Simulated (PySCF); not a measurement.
## Computed vibrations of [AuI2]−

[AuI2]− (singlet). PySCF 2.14.0, RKS B3LYP, Au def2-SVP with ECP60, I def2-SVP with ECP28; non-relativistic Hamiltonian with scalar-relativistic core potentials where named; density fitting; no spin-orbit coupling. Central differences of gradients.

```xyz
3

Au    0.0000    0.0000    0.0000
I     0.0000    0.0000    2.6492
I     0.0000    0.0000   -2.6492
```

Run from Python with OMP_NUM_THREADS=2. Where DIIS fails, smearing, a level shift and second-order steps follow.
It took 21 s on 2 threads of Intel(R) Xeon(R) Platinum 8259CL CPU @ 2.50GHz (Skylake/Cascade Lake) (shared host).

**Question.** What are the harmonic wavenumbers and infrared intensities?

**Answer.** Modes are labelled in D∞h; negative numbers are unstable modes, those under 60 cm⁻¹ near the noise; a finer grid moves soft modes by up to 10 cm⁻¹.
```json
{"cm⁻¹": "55", "km/mol": "0.4", "symmetry": "πu"}
{"cm⁻¹": "55", "km/mol": "0.4", "symmetry": "πu"}
{"cm⁻¹": "141", "km/mol": "0.0", "symmetry": "σg+"}
{"cm⁻¹": "195", "km/mol": "22.2", "symmetry": "σu+"}
```

**Question.** Is this a minimum?

**Answer.** Yes, within the noise of the softest modes. Ideal gas at 298.15 K and 1 bar: S = 330.2 J/(mol K), Cp = 61.4 J/(mol K), H − H(0 K) = 16.2 kJ/mol (rigid rotor, harmonic modes, spin degeneracy alone; the modes under 60 cm⁻¹ make these uncertain).
